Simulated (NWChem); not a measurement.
System: Si2H3Cl2F; SMILES F[SiH2][SiH](Cl)Cl

NWChem printed, in part:

```
             Northwest Computational Chemistry Package (NWChem) 7.3.0
             --------------------------------------------------------

                             Geometry "geometry" -> ""
                             -------------------------

 Output coordinates in angstroms (scale by  1.889725989 to convert to a.u.)

  No.       Tag          Charge          X              Y              Z
 ---- ---------------- ---------- -------------- -------------- --------------
    1 Si                  14.0000     0.39880100    -1.75563000    -0.46069200
    2 F                    9.0000    -0.54418200    -2.86057000     0.25481300
    3 Si                  14.0000    -0.00618500     0.35760500     0.48466900
    4 Cl                  17.0000     1.32760800     1.67687600    -0.42058200
    5 Cl                  17.0000    -1.95652600     0.97474200     0.12549700
    6 H                    1.0000     0.09499700    -1.71148400    -1.91289300
    7 H                    1.0000     1.82205900    -2.11737300    -0.23230700
    8 H                    1.0000     0.21210400     0.45913800     1.94649600

 Effective nuclear repulsion energy (a.u.)     420.1999561023

  pbe96 is a nonlocal functional; adding pw91lda local functional.

                                 NWChem DFT Module
                                 -----------------

 Summary of "ao basis" -> "ao basis" (spherical)
 ------------------------------------------------------------------------------
       Tag                 Description            Shells   Functions and Types
 ---------------- ------------------------------  ------  ---------------------
 Si                         def2-svp                 8       18   4s3p1d
 F                          def2-svp                 6       14   3s2p1d
 Cl                         def2-svp                 8       18   4s3p1d
 H                          def2-svp                 3        5   2s1p

 in cosmo_initialize ...
 calling solv_data for solv:etoac

 solvent parameters
 solvname_short: etoac
 solvname_long:  ethyl acetate
 dielec:        5.9867
 dielecinf:     1.8832
 nonaqueous SMD model solvent descriptors
 dielec:        5.9867
 sola:          0.0000
 solb:          0.4500
 solc:          0.0000
 solg:         33.6700
 solh:          0.0000
 soln:          1.3723

          ---------------
          -cosmo- solvent
          ---------------
 Cosmo: York-Karplus, doi: 10.1021/jp992097l
 dielectric constant -eps-     =   5.99
 screen = (eps-1)/(eps    )    =   0.83296
 surface charge correction     = lagrangian

   van der Waals surface
 --------------------------

 ---------- ATOMIC COORDINATES (A.U.) ------------ VDWR(ANG.) --
     1    0.75362461   -3.31765964   -0.87058165     2.470
     2   -1.02835487   -5.40569347    0.48152675     1.730
     3   -0.01168796    0.67577546    0.91589161     2.470
     4    2.50881534    3.16883616   -0.79478474     2.380
     5   -3.69729803    1.84199529    0.23715494     2.380
     6    0.17951830   -3.23423579   -3.61484362     1.200
     7    3.44319225   -4.00125479   -0.43899658     1.200
     8    0.40081844    0.86764501    3.67834408     1.200
 number of segments per atom =        128
 number of   points per atom =        128
 atom (   nspa,  nppa )
 ----------------------
    1 (     75,     0 )       0
    2 (     66,     0 )       0
    3 (     36,     0 )       0
    4 (     87,     0 )       0
    5 (     87,     0 )       0
    6 (     31,     0 )       0
    7 (     31,     0 )       0
    8 (     31,     0 )       0
 number of -cosmo- surface points =      444
 molecular surface =    174.294 angstrom**2
 molecular volume  =    174.156 angstrom**3
 -lineq- algorithm             =   0
 -bem- low  level              =   3
 -bem- from -octahedral-
 gaussian surface charge width =   4.50000
 degree of switching           =   1.00000
 switching function tolerance  =   0.00010
 atomic radii =
 --------------
    1 14.000  2.470
    2  9.000  1.730
    3 14.000  2.470
    4 17.000  2.380
    5 17.000  2.380
    6  1.000  1.200
    7  1.000  1.200
    8  1.000  1.200
 ...... end of -cosmo- initialization ......

 nat:                     8
 ixmem:                  3618
 calling mnsol_interface()
 G(SMD-CDS) energy (kcal/mol)  =    -1.544
 SMD-CDS SASA (angstrom**2)    =   173.770

            General Information
            -------------------
          SCF calculation type: DFT
          Wavefunction type:  closed shell.
          No. of atoms     :     8
          No. of electrons :    74
           Alpha electrons :    37
            Beta electrons :    37
          Charge           :     0
          Spin multiplicity:     1
          Use of symmetry is: off; symmetry adaption is: off
          Maximum number of iterations: 150
          AO basis - number of functions:   101
                     number of shells:    47
          Convergence on energy requested:  1.00D-06
          Convergence on density requested:  1.00D-05
          Convergence on gradient requested:  5.00D-04

              XC Information
              --------------
          PerdewBurkeErnzerhof Exchange Functional  1.000
            Perdew 1991 LDA Correlation Functional  1.000 local
           PerdewBurkeErnz. Correlation Functional  1.000 non-local

             Grid Information
             ----------------
          Grid used for XC integration:  medium
          Radial quadrature: Mura-Knowles
          Angular quadrature: Lebedev.
          Tag              B.-S. Rad. Rad. Pts. Rad. Cut. Ang. Pts.
          ---              ---------- --------- --------- ---------
          Si                  1.10       88          10.0       590
          F                   0.50       49          12.0       434
          Cl                  1.00       88          12.0       590
          H                   0.35       45          11.0       434
          Grid pruning is: on
          Number of quadrature shells:   536
          Spatial weights used:  Erf1

      Superposition of Atomic Density Guess
      -------------------------------------

 Sum of atomic energies:       -1596.91447546

      Non-variational initial energy
      ------------------------------

 Total energy =   -1597.982664
 1-e energy   =   -3049.933937
 2-e energy   =    1031.751317
 HOMO         =      -0.296102
 LUMO         =       0.014300

   convergence    iter        energy       DeltaE   RMS-Dens  Diis-err
 ---------------- ----- ----------------- --------- --------- ---------
     COSMO gas phase
 d= 0,ls=0.0,diis     1  -1599.7342975965 -2.02D+03  2.25D-02  9.73D-01
 d= 0,ls=0.0,diis     2  -1599.4600055228  2.74D-01  1.48D-02  3.50D+00
 d= 0,ls=0.0,diis     3  -1599.8408661708 -3.81D-01  2.73D-03  7.30D-02
 d= 0,ls=0.0,diis     4  -1599.8432353101 -2.37D-03  1.65D-03  2.94D-02
 d= 0,ls=0.0,diis     5  -1599.8469975800 -3.76D-03  3.65D-04  1.15D-03
  Resetting Diis
 d= 0,ls=0.0,diis     6  -1599.8471517485 -1.54D-04  7.63D-05  3.50D-05
 d= 0,ls=0.0,diis     7  -1599.8471567858 -5.04D-06  4.13D-05  2.43D-06
 d= 0,ls=0.0,diis     8  -1599.8471564036  3.82D-07  2.33D-05  5.69D-06
 d= 0,ls=0.0,diis     9  -1599.8471572016 -7.98D-07  3.65D-06  1.79D-07

   convergence    iter        energy       DeltaE   RMS-Dens  Diis-err
 ---------------- ----- ----------------- --------- --------- ---------
     COSMO solvation phase
 d= 0,ls=0.0,diis     1  -1599.8519754393 -4.82D-03  9.62D-04  8.09D-04
 d= 0,ls=0.0,diis     2  -1599.8520728305 -9.74D-05  3.33D-04  1.24D-03
 d= 0,ls=0.0,diis     3  -1599.8522312768 -1.58D-04  8.24D-05  9.81D-05
 d= 0,ls=0.0,diis     4  -1599.8522390771 -7.80D-06  3.56D-05  1.48D-05
 d= 0,ls=0.0,diis     5  -1599.8522404206 -1.34D-06  1.20D-05  1.43D-06
 d= 0,ls=0.0,diis     6  -1599.8522405973 -1.77D-07  2.87D-06  6.72D-08

         Total DFT energy =    -1599.852240597339
      One electron energy =    -3051.395085001316
           Coulomb energy =     1140.757975585919
    Exchange-Corr. energy =     -109.196175562854
 Nuclear repulsion energy =      420.199956102339

             COSMO energy =       -0.218911721427

 Numeric. integr. density =       73.999996568090

                                COSMO-SMD solvation results
                                ---------------------------

             internal energy in gas <Psi(g)|H|Psi(g)> =     -1599.847157201563
         internal energy in solvent <Psi(s)|H|Psi(s)> =     -1599.846848062137
                               delta internal energy  =         0.000309139426 (    0.19 kcal/mol)
   total free energy in solvent <Psi(s)|H+V/2|Psi(s)> =     -1599.849780830643
 polarization energy contribution <Psi(s)|V/2|Psi(s)> =        -0.002932768505 (   -1.84 kcal/mol)
    total free energy in solvent including G(SMD-CDS) =     -1599.852240597339
                       G(SMD-CDS) energy contribution =        -0.002459766696 (   -1.54 kcal/mol)
     1 M fixed-concentration free energy of solvation =        -0.005083395776 (   -3.19 kcal/mol)

                       DFT Final Molecular Orbital Analysis
                       ------------------------------------

 Vector   35  Occ=2.000000D+00  E=-2.951508D-01
              MO Center=  2.8D-01,  1.2D+00, -6.2D-02, r^2= 4.1D+00
   Bfn.  Coefficient  Atom+Function         Bfn.  Coefficient  Atom+Function
  ----- ------------  ---------------      ----- ------------  ---------------
    63      0.470306  4 Cl pz                60      0.352124  4 Cl pz
    80     -0.313844  5 Cl py                77     -0.225201  5 Cl py
    57      0.205033  4 Cl pz                97     -0.156041  8 H  s
    74     -0.131971  5 Cl py                81      0.130583  5 Cl pz
    61      0.127842  4 Cl px                98     -0.124680  8 H  s

 Vector   36  Occ=2.000000D+00  E=-2.868879D-01
              MO Center= -3.0D-01,  1.2D+00, -1.2D-01, r^2= 4.2D+00
   Bfn.  Coefficient  Atom+Function         Bfn.  Coefficient  Atom+Function
  ----- ------------  ---------------      ----- ------------  ---------------
    61      0.410764  4 Cl px                80      0.309991  5 Cl py
    58      0.308271  4 Cl px                79      0.247210  5 Cl px
    77      0.235794  5 Cl py                81     -0.227280  5 Cl pz
    76      0.184124  5 Cl px                55      0.178766  4 Cl px
    78     -0.172736  5 Cl pz                62     -0.158157  4 Cl py

 Vector   37  Occ=2.000000D+00  E=-2.526958D-01
              MO Center=  1.5D-02, -6.6D-02,  7.7D-02, r^2= 4.9D+00
   Bfn.  Coefficient  Atom+Function         Bfn.  Coefficient  Atom+Function
  ----- ------------  ---------------      ----- ------------  ---------------
    62      0.252249  4 Cl py                80      0.238896  5 Cl py
    81      0.211645  5 Cl pz                 9      0.202219  1 Si py
    97     -0.198518  8 H  s                 41     -0.187874  3 Si py
    63      0.183836  4 Cl pz                59      0.172963  4 Cl py
    77      0.169376  5 Cl py                23      0.156609  2 F  py

 Vector   38  Occ=0.000000D+00  E=-6.256707D-02
              MO Center=  2.0D-01, -6.9D-01, -8.2D-03, r^2= 4.3D+00
   Bfn.  Coefficient  Atom+Function         Bfn.  Coefficient  Atom+Function
  ----- ------------  ---------------      ----- ------------  ---------------
    12      0.463524  1 Si py                44      0.403364  3 Si py
    43      0.379258  3 Si px                11      0.308902  1 Si px
    62      0.274873  4 Cl py                21      0.270808  2 F  s
    54     -0.259618  4 Cl s                 45     -0.254718  3 Si pz
    13     -0.238041  1 Si pz                61      0.178486  4 Cl px

 Vector   39  Occ=0.000000D+00  E=-4.145538D-02
              MO Center= -2.1D-02,  2.1D-02,  1.3D-01, r^2= 4.2D+00
   Bfn.  Coefficient  Atom+Function         Bfn.  Coefficient  Atom+Function
  ----- ------------  ---------------      ----- ------------  ---------------
    43      0.624453  3 Si px                79      0.478371  5 Cl px
    72      0.405695  5 Cl s                 35     -0.403314  3 Si s
    45      0.385176  3 Si pz                88      0.326204  6 H  s
    93     -0.312537  7 H  s                 44     -0.307084  3 Si py
    13      0.291511  1 Si pz                61     -0.263323  4 Cl px

 Vector   40  Occ=0.000000D+00  E=-3.032380D-03
              MO Center=  2.6D-01, -3.1D-01,  1.2D-01, r^2= 5.0D+00
   Bfn.  Coefficient  Atom+Function         Bfn.  Coefficient  Atom+Function
  ----- ------------  ---------------      ----- ------------  ---------------
    36      0.945939  3 Si s                 35      0.865881  3 Si s
     4     -0.772283  1 Si s                 12     -0.750134  1 Si py
    98     -0.714912  8 H  s                 88      0.431571  6 H  s
    34      0.361356  3 Si s                 44     -0.354334  3 Si py
    43      0.340577  3 Si px                 3     -0.299489  1 Si s

     Multipole analysis of the density
     ---------------------------------

     L   x y z        total         alpha         beta         nuclear
     -   - - -        -----         -----         ----         -------
     0   0 0 0     -0.000000    -37.000000    -37.000000     74.000000

     1   1 0 0      0.468820      7.758789      7.758789    -15.048757
     1   0 1 0     -0.266969      3.277181      3.277181     -6.821331
     1   0 0 1      0.031904      2.459513      2.459513     -4.887122

     2   2 0 0    -43.816301   -206.363217   -206.363217    368.910133
     2   1 1 0     -1.669200    -10.974592    -10.974592     20.279984
     2   1 0 1      0.327883     31.804701     31.804701    -63.281519
     2   0 2 0    -45.956697   -362.524515   -362.524515    679.092334
     2   0 1 1      1.289957     -2.817358     -2.817358      6.924672
     2   0 0 2    -41.462810    -52.194578    -52.194578     62.926346
```

Level: PBE/def2-SVP, SMD on the gas-phase geometry. All runs use the structure optimised with B3LYP/6-31G* (spherical d). Solvent: ethyl acetate.

Which NWChem input produces such a log?

Several could match; the one computed here: the input that was run:
```
start job
memory heap 200 mb stack 900 mb global 1100 mb
geometry units angstroms noautosym nocenter noautoz
  Si     0.398801    -1.755630    -0.460692
  F     -0.544182    -2.860570     0.254813
  Si    -0.006185     0.357605     0.484669
  Cl     1.327608     1.676876    -0.420582
  Cl    -1.956526     0.974742     0.125497
  H      0.094997    -1.711484    -1.912893
  H      1.822059    -2.117373    -0.232307
  H      0.212104     0.459138     1.946496
end
basis spherical
  Si library def2-svp
  F library def2-svp
  Cl library def2-svp
  H library def2-svp
end
dft
  xc xpbe96 cpbe96
  iterations 150
end
cosmo
  do_cosmo_smd true
  solvent etoac
end
task dft energy
```
